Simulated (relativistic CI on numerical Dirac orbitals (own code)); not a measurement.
Eu42+: q coefficients and field-shift factors

Method of calculation: Dirac-Coulomb-Breit CI, separate exchange-only KLI orbitals for each configuration, derivatives by finite differences, unscaled Slater integrals, QED left out (own radial code, finite nucleus).

Configuration list (outside the closed core [Ne]): 3s2 3p6 3d3, 3s2 3p5 3d4, 3s 3p6 3d4, 3p6 3d5, 3s2 3p6 3d2 4s, 3s2 3p6 3d2 4p, 3s2 3p6 3d2 4d, 3s2 3p5 3d3 4s. Levels of other configurations are missing.

With x = (α/α₀)² − 1 an excitation energy changes as ω = ω₀ + qx; K = 2q/ω₀ is the relative enhancement. Terms are leading LS components, so labels can repeat. The field-shift factor is F = δν/δ⟨r²⟩ for the transition from the lowest level.

Lowest level 3s2 3p6 3d3 4F_3/2.

```csv
Level,ω₀ (cm⁻¹),q (cm⁻¹),K,F (GHz/fm²)
3s2 3p6 3d3 4F_5/2,217645,268400,2.47,3.77
3s2 3p6 3d3 4P_3/2,266665,256100,1.92,3.5
3s2 3p6 3d3 2G_7/2,281335,278600,1.98,4.01
3s2 3p6 3d3 2G_9/2,288385,261000,1.81,4.01
3s2 3p6 3d3 4P_1/2,300863,262600,1.75,3.45
3s2 3p6 3d3 4P_5/2,438205,315200,1.44,4.38
3s2 3p6 3d3 4F_7/2,500480,525000,2.1,7.46
3s2 3p6 3d3 4F_9/2,526186,536300,2.04,7.88
3s2 3p6 3d3 4P_3/2,564004,536600,1.9,7.21
3s2 3p6 3d3 2P_1/2,583318,538600,1.85,7.43
3s2 3p6 3d3 2H_11/2,593303,529900,1.79,8.15
3s2 3p6 3d3 2D_5/2,607510,504100,1.66,6.54
3s2 3p6 3d3 2F_5/2,646601,548600,1.7,7.39
3s2 3p6 3d3 2F_7/2,661424,526500,1.59,7.4
3s2 3p6 3d3 2D_3/2,774801,601600,1.55,8.86
3s2 3p6 3d3 2G_9/2,804928,803800,2,11.4
3s2 3p6 3d3 2D_3/2,916989,755700,1.65,10.3
3s2 3p6 3d3 2D_5/2,980978,788500,1.61,11.4
3s2 3p5 3d4 4P°_3/2,1849309,96210,0.104,9.29
3s2 3p5 3d4 6D°_5/2,2018329,371400,0.368,13
3s2 3p5 3d4 6D°_1/2,2072579,376100,0.363,11.8
3s2 3p5 3d4 6D°_7/2,2076053,408000,0.393,13.6
3s2 3p5 3d4 4F°_9/2,2090601,380600,0.364,13.6
```

At this charge energies of transitions that change n are usually good to better than 1 %, and those within a shell (Δn = 0) to a few per cent.
